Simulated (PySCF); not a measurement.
hydronium (H3O), SMILES [OH3+], charge +1. The structure is a stationary point at PBE0-D3(BJ)/def2-TZVPD.

PySCF with TDA-M06-2X/def2-TZVPD puts the lowest singlet excitations at 11.74, 13.84, 13.84, 16.51, 16.58, 16.58 eV and the lowest triplet (TDA) at 11.04 eV.

What are the lowest singlet roots from EOM-CCSD/aug-cc-pVDZ in PySCF? (The exact figures need the calculation; the answer reports its results.)

11.78, 14.29, 14.29, 16.85, 16.85, 16.93 eV; triplets 11.04, 13.73, 13.73 eV. S1 differs by 0.04 eV (second minus first; roots are paired by order, and the bases may differ).
